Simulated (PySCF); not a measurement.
C5H12FNSi.
Atom-mapped SMILES: `[NH2:1][SiH2:2][C@@H:3]1[CH2:4][CH2:5][CH2:6][C@H:7]1[F:8]` (hydrogens: H9, H10 on N1; H11, H12 on Si2; H13 on C3; H14, H15 on C4; H16, H17 on C5; H18, H19 on C6; H20 on C7)

Structure used (GFN2-xTB), in Å, numbered top down from 1:
```
atom  x, y, z in Å
N1     3.0118    0.4153   -0.5192
Si2    1.8621   -0.8492   -0.6668
C3     0.3031   -0.1947    0.1997
C4    -0.8518   -1.1844    0.3064
C5    -2.0383   -0.3049    0.7016
C6    -1.8341    0.9855   -0.1030
C7    -0.3461    1.0029   -0.4934
F8     0.2598    2.1847   -0.0997
H9     3.9149    0.3376   -0.9551
H10    2.6983    1.3728   -0.5184
H11    2.4046   -2.0123    0.0357
H12    1.4803   -1.2269   -2.0406
H13    0.5601    0.1362    1.2105
H14   -0.6531   -1.9723    1.0310
H15   -1.0376   -1.6507   -0.6634
H16   -1.9938   -0.0942    1.7710
H17   -2.9975   -0.7735    0.4854
H18   -2.4597    0.9940   -0.9951
H19   -2.0692    1.8735    0.4830
H20   -0.2190    0.9711   -1.5823
```

Computed at PBE0/pcSseg-1 (PySCF, non-relativistic), with Q(14N) = 0.02044 b: N1, 14N (I = 1): χzz = -4.557 MHz, η = 0.298.

(1) Where would the pure quadrupole (NQR) lines of 14N at N1 fall for the rigid, isolated species?

Answers

(1) From ν± = (3/4)|χ|(1 ± η/3) and ν0 = |χ|η/2: ν+ 3.757 MHz, ν− 3.078 MHz, ν0 0.679 MHz (silicon-bound nitrogen).

In a crystal, neighbours and librations shift these lines. GFN2-xTB bond lengths can be off by several hundredths of an ångström, more for odd bonds, and the gradients follow them. With so small a basis the couplings can be 20 % off.

These values come from a run that also computed NMR shieldings. On an Intel Xeon at 2.50 GHz with one thread, no GPU (shared host), this took 1.9 min (grids of density and orbitals included) and 0.92 GiB of memory at its peak.

One conformer stands for the species.
